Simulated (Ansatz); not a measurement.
Born–Oppenheimer molecular dynamics of CH$_{3}$ClOSi (7 atoms, charge 0, multiplicity 1). It starts at the highest image of a converged band. Of that band: Beside the main top the profile has a ripple of under 15 meV (maxima at images 5, 9), which may be a very shallow well or noise. A vibrational analysis at the climbing image gives one clearly imaginary mode, 1367i cm⁻¹: a first-order saddle point.

Computed with UKS PBE0/def2-SVP (Ansatz 0.2.0).

| Quantity | Value |
| --- | --- |
| ensemble | NVE (velocity Verlet) |
| time step | 0.5 fs |
| steps asked | 200 |
| starting velocities drawn for | 100 K |
| seed | 10703 |

First frame:

```xyz
7
Properties=species:S:1:pos:R:3
O -0.355 -1.049 1.289
C -0.069 -0.946 0.074
Si -0.001 0.987 -0.143
Cl -0.643 1.629 -2.034
H 0.130 -1.896 -0.451
H -0.512 0.145 1.460
H 1.510 1.063 -0.241
```

(1) How far do the bonds stretch over the last three quarters of this one trajectory? (Pairs bonded in most of those frames.)

## Answers

(1) 
| bond | mean (Å) | spread (Å) | shortest | longest |
| --- | --- | --- | --- | --- |
| O1–C2 | 1.203 | 0.020 | 1.17 | 1.24 |
| C2–Si3 | 1.984 | 0.095 | 1.83 | 2.11 |
| C2–H5 | 1.131 | 0.009 | 1.12 | 1.16 |
| Si3–Cl4 | 2.107 | 0.087 | 1.96 | 2.25 |
| Si3–H6 | 1.585 | 0.177 | 1.30 | 1.87 |
| Si3–H7 | 1.511 | 0.025 | 1.47 | 1.58 |

Mean temperature of the second half: 1783 K. The conserved energy stayed within 0.75 meV per atom of its start (net change 0.14 meV per atom), so the integration is sound. The system heated up, since it started high on the potential surface and ran downhill. A run of 0.1 ps of so small a system gives no equilibrium averages. The orbitals stay closed-shell, which can raise the energy where a bond breaks towards radicals; this wasn't checked here.

The run took 7.9 min on 2 threads of Arm Neoverse V2 (shared host), peak memory 0.2 GiB.
